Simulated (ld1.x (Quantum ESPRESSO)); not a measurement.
## Which change was made? (W, TM)

```
Element                 : tungsten
Generator               : ld1.x (Quantum ESPRESSO) 7.5
Type                    : norm-conserving Troullier–Martins (Kleinman–Bylander form)
Functional              : PBE
Relativity              : scalar-relativistic
Frozen core             : [Xe] 4f14
Valence charge          : 6
Reference configuration : 5d4 6s1.75 6p0 (charge +0.25)
Partial waves           : 6s (bound): rc 2.85 bohr; 6p (bound, empty): rc 2.65 bohr; 5d (bound): rc 1.80 bohr
Local potential         : all-electron potential smoothed inside 2.55 bohr (lloc = -2)
Core correction         : none
```

Cutoffs, loose and tight: the cutoffs (Ry, on a coarse ladder) from which the occupation-weighted sum of valence levels, in a spherical-Bessel basis at the reference potential, stays within 10 and 1 mRy of its value at 400 Ry. They do not see the model core or the augmentation charge, which bear on the density cutoff. Test errors are all-electron minus pseudo excitation energies from the reference, over the configurations 5d4 6s2 6p0; 5d4 6s1 6p0; 5d4 6s0 6p0; 5d2 6s0 6p0; 5d3 6s0 6p0; 5d4 6s0 6p1; 5d4 6s0 6p2; variants that change the core or the reference have their own tests. The largest error is taken over the tests solved by every variant that gives reliable tests at all, those not shown here included: 5d2 6s0 6p0; 5d3 6s0 6p0; 5d4 6s0 6p0; 5d4 6s1 6p0; 5d4 6s2 6p0.

The base gives: outcome: generated; cutoff, loose: 30 Ry; cutoff, tight: 35 Ry; bound ghosts: none; largest test error (meV): +137.

Task: After one change the result is: outcome: generated; cutoff, loose: 30 Ry; cutoff, tight: 35 Ry; bound ghosts: none; largest test error (meV): +90. Which change was it?
A. local potential all-electron potential smoothed inside 2.06 bohr (lloc = -2)
B. local potential all-electron potential smoothed inside 2.84 bohr (lloc = -2)
C. local potential all-electron potential smoothed inside 3.18 bohr (lloc = -2)
D. local potential all-electron potential smoothed inside 1.18 bohr (lloc = -2)

Result: B. The others give: local potential all-electron potential smoothed inside 1.18 bohr (lloc = -2) → outcome: generated; cutoff, loose: 30 Ry; cutoff, tight: 35 Ry; bound ghosts: s, p; largest test error (meV): +231 | local potential all-electron potential smoothed inside 2.06 bohr (lloc = -2) → outcome: generated; cutoff, loose: 30 Ry; cutoff, tight: 35 Ry; bound ghosts: none; largest test error (meV): +202 | local potential all-electron potential smoothed inside 3.18 bohr (lloc = -2) → outcome: generated; cutoff, loose: 30 Ry; cutoff, tight: 35 Ry; bound ghosts: none; largest test error (meV): +57.
